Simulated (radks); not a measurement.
Results of a calculation; reference values are marked as such.
Question: All-electron atom: Cl2+ in [Ne] 3s1.75 3p3.25 (fractional occupations, a model configuration). Code: a radial shooting solver on a logarithmic mesh with Libxc functionals. Model: non-relativistic Kohn-Sham, LDA (Slater exchange, Perdew-Wang correlation), spin-polarised, spherical densities, point nucleus; open shells are filled with parallel spins first. Some entries of the table are withheld. Estimate them.

orbital  occ.  eigenvalue (hartree)  <r> (bohr)
1s up       1             -101.4299     0.09166
1s down     1             -101.4042     0.09165
2s up       1             -10.22230      0.4479
2s down     1             -10.19392      0.4473
2p up       3              -8.08028      0.4080
2p down     3              -8.04601      0.4073
3s up       1                   (1)       1.440
3s down  0.75                   (2)       1.458
3p up       3              -1.21933       1.584
3p down  0.25              -1.09296       1.627

Answer: 
(1) 3s up eigenvalue (hartree): -1.69706
(2) 3s down eigenvalue (hartree): -1.56187
